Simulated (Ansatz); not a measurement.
`FCBI`. Total charge 0; spin multiplicity 1. I: def2 effective core potential. The structure was optimised at the PBE0-D4/def2-TZVP level. It is one conformer, not always the lowest.

```xyz
7

F    -1.481   -0.865    0.297
C    -0.452    0.010    0.575
B     0.645    0.159   -0.514
I     0.586   -0.905   -2.322
H    -0.883    1.002    0.778
H     0.027   -0.301    1.516
H     1.559    0.901   -0.331
```

(1) What is the dipole moment at ωB97M-V/def2-TZVPP? (Estimate.)

(2) And with PBE, r2SCAN, B3LYP? (Estimate.)

(3) Give the Mulliken charges with ωB97M-V, PBE, B3LYP in def2-TZVPP. (Best estimate.)

Results:

(1) Computed: 1.88 D, with components (0.91, 1.25, 1.07) D in this frame, pointing from negative to positive charge.

(2) The calculation gave: PBE 1.58 D, r2SCAN 1.77 D, B3LYP 1.81 D.

(3) Computed: 
```tsv
atom	ωB97M-V	PBE	B3LYP
F1	-0.23	-0.20	-0.25
C2	0.10	0.08	0.13
B3	-0.20	-0.14	-0.13
I4	0.05	0.05	0.03
H5	0.10	0.09	0.09
H6	0.10	0.09	0.09
H7	0.10	0.04	0.06
```

B3LYP here is the variant with VWN-RPA as its local correlation; programs differ in this.
